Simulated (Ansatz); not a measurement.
CH₅F₃Si₂ (`F[SiH2]C[SiH](F)F`) at its PBE0-D4/def2-TZVP geometry, where that method's forces vanish. The species carries charge 0 and has multiplicity 1.

| atom | x (Å) | y (Å) | z (Å) |
| --- | --- | --- | --- |
| F1 | -1.674 | 1.399 | 0.795 |
| Si2 | -1.013 | 0.013 | 1.255 |
| C3 | 0.620 | -0.179 | 0.382 |
| Si4 | 0.618 | 0.112 | -1.439 |
| F5 | -0.530 | -0.761 | -2.107 |
| F6 | 1.993 | -0.390 | -2.060 |
| H7 | -1.941 | -1.082 | 0.890 |
| H8 | -0.830 | 0.074 | 2.725 |
| H9 | 1.352 | 0.499 | 0.836 |
| H10 | 0.975 | -1.202 | 0.561 |
| H11 | 0.430 | 1.518 | -1.839 |

**Question.** For each bond, give half the difference of the two atoms' forces along it (eV/Å; positive pushes the atoms apart) under PBE-D4, r2SCAN-D4, B3LYP-D4, ωB97M-V in def2-TZVPP. (Best estimate.)

**Answer.** Computed: 
| bond | length (Å) | PBE-D4 | r2SCAN-D4 | B3LYP-D4 | ωB97M-V |
| --- | --- | --- | --- | --- | --- |
| F1–Si2 | 1.603 | 0.51 | 0.04 | 0.22 | 0.20 |
| Si2–C3 | 1.861 | -0.06 | -0.01 | 0.09 | 0.02 |
| Si2–H7 | 1.481 | 0.02 | -0.02 | -0.12 | -0.16 |
| Si2–H8 | 1.483 | 0.02 | -0.02 | -0.14 | -0.16 |
| C3–Si4 | 1.844 | -0.11 | -0.02 | 0.04 | -0.03 |
| C3–H9 | 1.096 | 0.10 | 0.00 | -0.07 | -0.05 |
| C3–H10 | 1.098 | 0.10 | 0.00 | -0.06 | -0.04 |
| Si4–F5 | 1.590 | 0.48 | 0.05 | 0.19 | 0.17 |
| Si4–F6 | 1.590 | 0.49 | 0.05 | 0.15 | 0.16 |
| Si4–H11 | 1.474 | -0.05 | -0.04 | -0.17 | -0.22 |

B3LYP here is the variant with VWN-RPA as its local correlation; programs differ in this.
